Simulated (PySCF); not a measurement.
Molecule: `O=C(O)c1cc(=O)cco1`, C₆H₄O₄.

Bonds (- single, = double, # triple, : aromatic): O1=C2, C2-O3, C2-C4, C4=C5, C5-C6, C6=O7, C6-C8, C8=C9, C9-O10, O10-C4. O3 carries H11; C5 carries H12; C8 carries H13; C9 carries H14.

Frames of a GFN2-xTB Langevin trajectory at 300 K; GIAO PBE0/pcSseg-1 shieldings in PySCF, gas phase, non-relativistic; equivalent atoms averaged within each frame.

Chemical shifts δ = σref − σ; H2O for $^{17}$O (336.08 ppm); $^{13}$C (186.93 ppm) against TMS, all at this level. The references are static minima.

Problem. How do the shifts (ppm) fluctuate along the trajectory?

Solution. 
```tsv
time (fs)	O7	O1	O3	O10	C2	C6	C9	C4	C5	C8
250	550.6	472.2	221.1	212.9	177.4	172.9	159.6	153.6	133.9	132.7
425	661.2	444.8	212.9	226.8	169.2	196.6	163.7	154.9	126.9	150.3
625	647.2	404.3	187.7	238.5	158.8	191.8	158.8	160.1	129.8	117.9
800	545.0	424.0	198.0	233.1	165.6	168.2	161.7	163.1	131.3	129.4
1000	595.6	497.4	218.1	235.5	174.7	174.8	167.4	158.6	128.4	131.1
mean of frames	599.9	448.5	207.6	229.4	169.2	180.9	162.2	158.0	130.0	132.3
standard deviation	53.5	37.2	14.2	10.2	7.4	12.5	3.4	3.9	2.7	11.7
```

5 frames give an uncertainty of the mean of about the standard deviation over 2.2 at best, since frames this close in time may not be independent; classical motion lacks zero-point vibration, and the reference would need the same averaging.
